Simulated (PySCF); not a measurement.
C7H10S.
Z-matrix (Å and degrees, PBE0-D3(BJ)/def2-SVP geometry), rows numbered from 1:
```
C 
C   1  1.5297
C   2  1.5295  1  111.39
C   2  1.5025  1  111.81  3   126.09
C   4  1.3722  2  128.55  1   116.21
C   5  1.4251  4  113.44  2  -179.70
C   6  1.3682  5  112.43  4     0.02
S   7  1.7191  6  111.44  5    -0.02
H   1  1.0997  2  111.24  3   178.07
H   1  1.1019  2  110.83  3   -62.19
H   1  1.1010  2  110.84  3    57.39
H   2  1.1032  1  108.03  3  -118.48
H   3  1.1010  2  110.82  1   -57.41
H   3  1.0997  2  111.24  1  -178.08
H   3  1.1019  2  110.87  1    62.16
H   5  1.0913  4  122.41  2     0.28
H   6  1.0907  5  124.21  4  -179.96
H   7  1.0888  6  128.37  5  -179.92
```

The closed-shell ground state was solved at several levels (PySCF, density fitting, gas phase, non-relativistic).

```json
{"level": "wB97X-D/def2-SVPD", "basis functions": "247", "total energy (Eh)": "-670.5507", "HOMO (eV)": "-8.35", "LUMO (eV)": "1.40", "gap (eV)": "9.75", "dipole (D)": "0.78"}
{"level": "B3LYP/pcSseg-1", "basis functions": "193", "total energy (Eh)": "-670.9237", "HOMO (eV)": "-6.33", "LUMO (eV)": "-0.45", "gap (eV)": "5.88", "dipole (D)": "0.67"}
```

Task: Estimate the row for PBE0/pcSseg-1, a basis of 193 functions; the other rows only guide the guess.

Result: Total energy -670.4287 Eh, HOMO -6.58 eV, LUMO -0.28 eV, gap 6.30 eV, dipole 0.72 D.

Task: Over all these levels, which gives the widest orbital gap and which the narrowest?

Result: wB97X-D/def2-SVPD (range-separated hybrid) has the widest, 9.75 eV, and B3LYP/pcSseg-1 (global hybrid, 20 % exact exchange) the narrowest, 5.88 eV. Functional and basis both differ between the two, so the spread mixes both effects.

Task: How far do the dipole and the HOMO energy spread over the levels?

Result: The dipole runs from 0.67 to 0.78 D (mean 0.72 D) and the HOMO from -8.35 to -6.33 eV.

One conformer stands for the species.

wB97X-D is run here without its empirical dispersion term; that term would change no orbital, density or response property at a fixed geometry.
